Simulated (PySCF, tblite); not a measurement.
Problem. What does the GFN2-xTB structure of `c1[p-]ccc1OC` look like in three dimensions? (Charge -1.)

Solution. 
```
atom  x, y, z in Å
C1     2.1916    0.1042    0.4572
O2     1.0645    0.9143    0.3971
C3    -0.1606    0.2307    0.2546
C4    -1.3545    0.9597    0.1866
C5    -2.4525    0.1381    0.0479
P6    -2.0355   -1.5520   -0.0025
C7    -0.3458   -1.1295    0.1681
H8     2.1583   -0.5841    1.3144
H9     3.0528    0.7699    0.5666
H10    2.3151   -0.4962   -0.4559
H11   -1.3926    2.0392    0.2390
H12   -3.4731    0.4888   -0.0239
H13    0.4279   -1.8827    0.1973
```

Any rigid rotation of these coordinates is as good. Atoms count from 1 in this order. C3 (aromatic carbon bearing oxygen) is planar (angles 127.1°, 119.6° and 113.4°, sum 360.0°, 0.00 Å off the plane of its three neighbours). The 5-membered ring C3–C4–C5–P6–C7 has internal angles of 89.7° to 113.4°; it is planar, 0.00 Å rms from its mean plane, widest ring torsion 0°. C4 (aromatic CH carbon) is planar (angles 124.9°, 123.2° and 111.9°, sum 360.0°, 0.00 Å off the plane of its three neighbours). C5 (aromatic CH carbon) is planar (angles 124.4°, 122.6° and 113.0°, sum 360.0°, 0.00 Å off the plane of its three neighbours).

Bonds between heavy atoms (Å): C1–O2 1.389, O2–C3 1.410, C3–C4 1.400, C4–C5 1.378, C5–P6 1.742, P6–C7 1.750, C3–C7 1.375.

Computed geometry: GFN2-xTB, gas phase.

Point group: Cs (tolerance 0.08 Å). Its GFN2-xTB frequencies are all real (lowest 62 cm⁻¹). Torsions: C1–O2–C3–C4 180°.

One conformer stands for the species.
